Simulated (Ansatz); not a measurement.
Basis sets compared for the cluster Al4H7⁻. Total charge -1; singlet. Geometry PBE0-D4/def2-SVPD. Ansatz on 4 threads of Arm Neoverse N1 on a shared host; times are rough, and most runs start from earlier orbitals.

```xyz
11

Al    0.095    0.014    0.497
Al   -0.272   -0.218   -4.506
Al   -0.138   -0.406   -1.930
Al    0.114   -0.153    3.131
H     1.212    0.240   -0.771
H    -1.343    0.411    3.563
H    -1.295    0.272   -3.115
H     1.346    0.816    3.551
H    -1.021    0.605   -0.682
H     0.356   -1.715    3.480
H     0.947    0.134   -3.217
```

B3LYP takes the VWN-RPA correlation. The structure comes from a short search, and lower isomers may exist.

```json
{"level": "HF/6-31G", "functions": "66", "energy (Eh)": "-971.5288", "HOMO (eV)": "-3.47", "LUMO (eV)": "3.16", "wall time": "0.5 s"}
{"level": "PBE-D4/def2-SVPD", "functions": "152", "energy (Eh)": "-973.0594", "HOMO (eV)": "-1.36", "LUMO (eV)": "0.20", "wall time": "2.7 s"}
{"level": "B3LYP-D4/6-31G", "functions": "66", "energy (Eh)": "-973.8862", "HOMO (eV)": "-1.87", "LUMO (eV)": "0.70", "wall time": "1.6 s"}
{"level": "PBE0-D4/def2-SVPD", "functions": "152", "energy (Eh)": "-973.1556", "HOMO (eV)": "-2.04", "LUMO (eV)": "0.75", "wall time": "3.3 s"}
```

**Question.** Estimate the rows for HF/def2-TZVPD, PBE-D4/def2-TZVPD, B3LYP-D4/def2-TZVPD, PBE0-D4/def2-TZVPD.

**Answer.** 
```tsv
level	functions	energy (Eh)	HOMO (eV)	LUMO (eV)	wall time
HF/def2-TZVPD	235	-971.7190	-3.35	3.12	3.4 s
PBE-D4/def2-TZVPD	235	-973.4029	-1.36	0.20	4.8 s
B3LYP-D4/def2-TZVPD	235	-974.0635	-1.82	0.72	7.5 s
PBE0-D4/def2-TZVPD	235	-973.4930	-2.03	0.74	6.5 s
```
